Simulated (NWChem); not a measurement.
Species: AlSiH4O2F; SMILES [OH][Al]([F])[O][SiH3]

```xyz
9

Al    -0.0016     0.9981     0.0010
F      1.3935     1.9181    -0.0016
O     -1.5353     1.7408    -0.0009
H     -1.6234     2.7068    -0.0058
O      0.1251    -0.6860     0.0068
Si     0.0274    -2.3431    -0.0019
H     -1.3894    -2.7891    -0.2489
H      0.4835    -2.8897     1.3242
H      0.9065    -2.9021    -1.0882
```
Atoms are numbered in this order, from 1.

Results from NWChem. Pople sets run with spherical d functions. Medium grid unless said otherwise, to which SCAN and Minnesota functionals are sensitive. Geometry: optimised at PBE-D3(BJ)/def2-SVP.

For level LC-BLYP (range parameter 0.33 per bohr)/6-31G*:

```yaml
highest occupied level (eV): -10.90
orbital gap (eV): 11.84
```

Problem. Estimate the same quantities for level r2SCAN0/6-31G*.

Solution. The highest occupied level (eV) is -8.97 and the orbital gap (eV) comes out as 8.51.
